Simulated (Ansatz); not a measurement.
Cl3H2InSe (`[Cl][In-]([Cl])([Cl])[SeH2+]`), relaxed with RKS PBE0-D4/def2-TZVP in Ansatz 0.2.0 from a PBE-D4/def2-SVP geometry. The force threshold is 0.005 eV/Å; the program also tests the step.

Total charge 0; spin multiplicity 1. In takes the def2 core potential.

Start:

```xyz
7

Cl    2.409    1.886    0.432
In    0.486    0.873   -0.477
Cl   -1.617    1.939   -0.209
Cl    0.706   -0.531   -2.378
Se   -0.136   -1.289    1.321
H    -1.535   -0.786    1.232
H    -0.314   -2.093    0.080
```

| step | energy (eV) | largest force (eV/Å) | largest move (Å) |
| --- | --- | --- | --- |
| 1 | -108110.0795 | 0.564 | 0.000 |
| 2 | -108110.1020 | 0.385 | 0.099 |
| 3 | -108110.1355 | 0.106 | 0.088 |
| 4 | -108110.1358 | 0.095 | 0.075 |
| 5 | -108110.1408 | 0.033 | 0.030 |
| 6 | -108110.1412 | 0.012 | 0.018 |
| 7 | -108110.1412 | 0.004 | 0.005 |

End:

```xyz
7

Cl    2.344    1.804    0.455
In    0.455    0.885   -0.523
Cl   -1.568    2.005   -0.276
Cl    0.728   -0.436   -2.418
Se   -0.107   -1.232    1.286
H    -1.531   -0.864    1.310
H    -0.321   -2.162    0.167
```

Hardware: 4 threads of an Intel Xeon Platinum 8259CL on a shared host. Wall time 51 s, peak host memory 0.93 GiB.
